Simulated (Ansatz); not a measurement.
Isomers of C$_{3}$H$_{9}$B, relaxed with PBE0-D4/def2-TZVP in Ansatz; electronic energies, one conformer each and not always the lowest. Functionals use def2-TZVPP; CBS adds triple-zeta CCSD(T) − MP2 to the MP2 limit of def2-TZVPP and def2-QZVPP.

(1) Order them by energy at frozen-core CCSD(T)/CBS, lowest first. (Estimate.)
A. `CB(C)C`
B. `CBCC`
C. `BC(C)C`

(2) How do B3LYP-D4, B3LYP, MP2/CBS(def2), ωB97M-V place them (kJ/mol, against `CB(C)C`)? (Best estimate.)

## Answers

(1) A (0.0 kJ/mol), B (58.2 kJ/mol), C (113.5 kJ/mol).

(2) The calculation gave: 
| isomer | B3LYP-D4 | B3LYP | MP2/CBS(def2) | ωB97M-V |
| --- | --- | --- | --- | --- |
| `CBCC` | 58.7 | 58.5 | 59.6 | 59.3 |
| `BC(C)C` | 117.5 | 118.9 | 114.7 | 117.4 |

B3LYP here is the variant with VWN-RPA as its local correlation; programs differ in this.
